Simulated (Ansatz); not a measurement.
Relaxation of H₆O₂SiZn (10 atoms, charge 0, multiplicity 1), to a largest force component of 0.03 eV/Å in at most 50 steps.

Level of theory: Ansatz, RKS LDA/def2-SVP.

```xyz
10
Properties=species:S:1:pos:R:3:forces:R:3
Zn -0.968 -0.257 -1.435 -0.20 -1.21 0.86
O -1.299 -1.768 -0.460 0.22 1.17 -0.90
O -0.525 1.234 -2.215 0.01 0.04 0.02
H 0.098 -0.363 0.653 -0.73 -0.44 -0.58
Si 1.110 0.272 1.490 0.73 0.48 0.57
H -2.245 -1.781 -0.215 -0.04 -0.02 0.04
H -0.544 1.207 -3.189 -0.01 -0.04 0.00
H 1.992 -0.798 2.073 0.01 0.00 0.01
H 0.432 1.021 2.606 0.00 0.00 -0.01
H 1.948 1.232 0.691 0.00 0.00 -0.01
```

Where does it end, and by what steps?

The forces met the threshold. After 19 steps the energy has fallen by 0.387 eV; H7 moved furthest, 1.83 Å.

```
step  energy less start (eV)  largest force component (eV/Å)  accepted
   0                  0.0000                           1.206       yes
   1                 -0.0697                           0.958       yes
   2                 -0.1107                           0.770       yes
   3                 -0.1533                           0.311       yes
   4                 -0.1921                           0.176       yes
   5                 -0.2099                           0.413       yes
   6                 -0.1982                           1.020        no
   7                 -0.2270                           0.239       yes
   8                 -0.2414                           0.198       yes
   9                 -0.2561                           0.462       yes
  10                 -0.2729                           0.660       yes
  11                 -0.3164                           0.379       yes
  12                 -0.3493                           0.768       yes
  13                 -0.3615                           0.889       yes
  14                 -0.3709                           0.686       yes
  15                 -0.3779                           0.459       yes
  16                 -0.3424                           1.339        no
  17                 -0.3865                           0.104       yes
  18                 -0.3869                           0.063       yes
  19                 -0.3872                           0.028       yes
```

```xyz
10
Properties=species:S:1:pos:R:3
Zn -1.030 -0.462 -1.048
O -2.157 -1.793 -1.060
O 0.071 0.912 -1.270
H 0.342 -0.828 0.513
Si 1.104 0.430 0.945
H -2.111 -2.322 -0.242
H -0.330 1.780 -1.466
H 1.679 -0.025 2.276
H 0.165 1.552 1.288
H 2.267 0.757 0.065
```

The run took 10 s on 2 threads of AMD EPYC 9R45 96-Core Processor (Zen 5), on a shared host, peak memory 0.17 GiB.
